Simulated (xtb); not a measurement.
Si(Cl)(Me)(SiH3)2 (CH9ClSi3), SMILES [Si](Cl)([SiH3])([SiH3])C. All values are semi-empirical tight-binding results from xtb (GFN2-xTB unless named), good for trends rather than for accurate numbers. Coordinates come from a GFN2-xTB optimisation.

```
Property                                         Result
----------------------------------------  -------------
point group as xtb finds it                          Cs
orbital gap                                     3.72 eV
dipole moment                                    1.56 D
zero-point energy                         53.9 kcal/mol
G − E(el) at 298.15 K (modified RRHO)     30.3 kcal/mol
static polarisability (D4 model)            111.4 bohr³
solvation energy, GFN2-xTB/ALPB(water)    -2.0 kcal/mol
solvation energy, GFN2-xTB/ALPB(toluene)  -3.3 kcal/mol
```
